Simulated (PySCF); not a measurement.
Members of one family of related compounds. Method: TDDFT CAM-B3LYP/def2-SVPD, vertical, gas phase, core orbitals frozen in the response (PySCF 2.14.0, density-fitted response routines). Geometries: PBE0-D3(BJ)/def2-SVP; one conformer of each isolated species. Triplets are in the Tamm–Dancoff approximation. 'Strongest' means the level of largest summed f among the lowest 10 singlets; it needn't be the same kind of state in each.

Task: Rank by computed lowest singlet excitation energy, highest first.
A. `FC[C@H]1CS1`
B. `ClB(Cl)[C@@H]1CS1`
C. `FB(F)[C@@H]1CS1`
D. `C#C[C@@H]1CS1`

Result: A (4.90 eV), D (4.56 eV), C (4.44 eV), B (4.16 eV).

| SMILES | S1 (eV) | strongest (eV) | first f ≥ 0.01 (nm) | HOMO (eV) | f (strongest) | T1 (eV) | S1 mainly |
| --- | --- | --- | --- | --- | --- | --- | --- |
| FC[C@H]1CS1 | 4.90 | 8.06 | 198 | -8.31 | 0.05 | 4.46 | H→L (90%) |
| C#C[C@@H]1CS1 | 4.56 | 7.65 | 209 | -8.20 | 0.05 | 4.09 | H→L (91%) |
| FB(F)[C@@H]1CS1 | 4.44 | 7.88 | 209 | -8.43 | 0.11 | 3.95 | H→L (91%) |
| ClB(Cl)[C@@H]1CS1 | 4.16 | 6.98 | 298 | -8.46 | 0.22 | 3.66 | H→L (89%) |

H and L stand for HOMO and LUMO.

- `FC[C@H]1CS1`: Löwdin shares by element: HOMO sulfur 75%, carbon 17% or more; LUMO sulfur 59%, carbon 26% or more.
- `C#C[C@@H]1CS1`: Löwdin shares by element: HOMO sulfur 73%, carbon 16% or more; LUMO sulfur 48%, carbon 37% or more.
- `FB(F)[C@@H]1CS1`: Löwdin shares by element: HOMO sulfur 74%, carbon 18%; LUMO sulfur 41%, boron 21%, carbon 18% or more, fluorine 6% or more.
- `ClB(Cl)[C@@H]1CS1`: Löwdin shares by element: HOMO sulfur 72%, carbon 17%; LUMO boron 35%, sulfur 27%, chlorine 24%.
